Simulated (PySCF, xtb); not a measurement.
CH7FO2Si2, SMILES O[SiH2][C@H]([SiH2]F)O. The values are those of a single conformer.

Harmonic wavenumbers (cm⁻¹) from GFN2-xTB run with xtb 6.7.1 at its own minimum, in rising order: 60, 75, 114, 167, 221, 241, 301, 304, 343, 475, 492, 545, 581, 663, 703, 726, 759, 766, 789, 825, 828, 921, 1041, 1095, 1211, 1294, 2254, 2281, 2329, 2349, 2809, 3555, 3645.

### Question
What does PBE0-D3(BJ)/def2-SVP (PySCF) give at its own minimum? (An estimate is asked for; the answer gives what the named calculation found.)

### Answer
60, 101, 140, 154, 219, 255, 284, 362, 434, 530, 548, 705, 708, 766, 796, 824, 862, 881, 933, 942, 962, 979, 1067, 1097, 1219, 1346, 2220, 2243, 2266, 2283, 2996, 3866, 3868. Paired by order, the mean absolute difference is 79 cm⁻¹ and the zero-point energies are 49.7 and 52.8 kcal/mol.
